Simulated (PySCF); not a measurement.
**Relaxation of singlet GeSBr2**

Computed with PBE0 in PySCF with Ge def2-TZVP, S def2-TZVP, Br def2-TZVP; no relativity; density-fitted integrals. A (50,194) grid was used.

A hand-made T-shaped (ligand arrangement 2) start, of C2v symmetry, held to at least that symmetry:

```xyz
4
charge 0 multiplicity 1, angstrom
Ge    0.0000    0.0000   -0.2976
S     0.0000    0.0000    1.7524
Br    2.3486    0.0000   -0.2156
Br   -2.3486    0.0000   -0.2156
```

Optimiser trace:
```json
{"step": "0", "E − E(last) (kJ/mol)": "329.83", "largest gradient (Eh/bohr)": "0.06326"}
{"step": "1", "E − E(last) (kJ/mol)": "209.07", "largest gradient (Eh/bohr)": "0.03635"}
{"step": "2", "E − E(last) (kJ/mol)": "110.44", "largest gradient (Eh/bohr)": "0.02410"}
{"step": "3", "E − E(last) (kJ/mol)": "55.53", "largest gradient (Eh/bohr)": "0.02779"}
{"step": "4", "E − E(last) (kJ/mol)": "22.37", "largest gradient (Eh/bohr)": "0.02272"}
{"step": "5", "E − E(last) (kJ/mol)": "2.88", "largest gradient (Eh/bohr)": "0.00834"}
{"step": "6", "E − E(last) (kJ/mol)": "0.00", "largest gradient (Eh/bohr)": "0.00047"}
{"step": "7", "E − E(last) (kJ/mol)": "0.00", "largest gradient (Eh/bohr)": "0.00014"}
```

It ends at C2v with Ge–Br 2.275 Å (×2), Ge–S 2.013 Å; Br–Ge–Br 106.0°, Br–Ge–S 127.0° (×2) (after a last refinement on a finer grid). A frequency run shows a minimum.

Final geometry:
```xyz
4
charge 0 multiplicity 1, angstrom
Ge    0.0000    0.0000    0.5749
S     0.0000    0.0000    2.5876
Br    1.8172    0.0000   -0.7933
Br   -1.8172    0.0000   -0.7933
```

The relaxation took about 7 core-minutes on a shared host.
